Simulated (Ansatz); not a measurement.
Consider the redistribution: `[NH2][Y]([NH2])[Cl]` + `CC[Si]Cl` → `[NH2][Y]([Cl])[Cl]` + `CC[Si]N`.

Gas-phase electronic energies from Ansatz, PBE0-D4/def2-TZVP geometries. CCSD(T)/CBS is the MP2 limit (def2-TZVPP, def2-QZVPP) plus CCSD(T) − MP2 in def2-TZVPP, frozen cores. Functionals use def2-TZVPP. def2 core potentials past Kr. For Y outer-core shells are correlated without core-valence functions, which leaves a few kJ/mol of doubt a bond. Each species was taken in one conformer, which may not be the lowest.

```json
{"species": "`[NH2][Y]([NH2])[Cl]`", "RPA@PBE/def2-TZVPP energy (Eh)": "-610.19548"}
{"species": "`CC[Si]Cl`", "RPA@PBE/def2-TZVPP energy (Eh)": "-828.19328"}
{"species": "`[NH2][Y]([Cl])[Cl]`", "RPA@PBE/def2-TZVPP energy (Eh)": "-1014.07790"}
{"species": "`CC[Si]N`", "RPA@PBE/def2-TZVPP energy (Eh)": "-424.35282"}
```

(1) Work out ΔE.

Largest T1 diagnostic among the species: 0.013.

## Answers

(1) ΔE = (-1014.07790) + (-424.35282) − (-610.19548) − (-828.19328) = -0.04196 Eh = -26.3 kcal/mol. CCSD(T)/CBS gives -27.5 kcal/mol.

From PBE to PBE0 (25 % exact exchange), in def2-TZVPP and without D4, ΔE moves by −1.8 kcal/mol. Leaving LDA and LC-ωPBE aside and taking each functional with its dispersion term where it has one, the values, not all of them listed here, spread over 3.5 kcal/mol, from BHLYP-D4 to revPBE-D4. LDA lies −1.5 kcal/mol from PBE without D4. In def2-TZVPP, CCSD(T) changes the Hartree–Fock value by +3.6 kcal/mol (the triples alone add +0.4 kcal/mol) and MP2 by +3.7 kcal/mol.
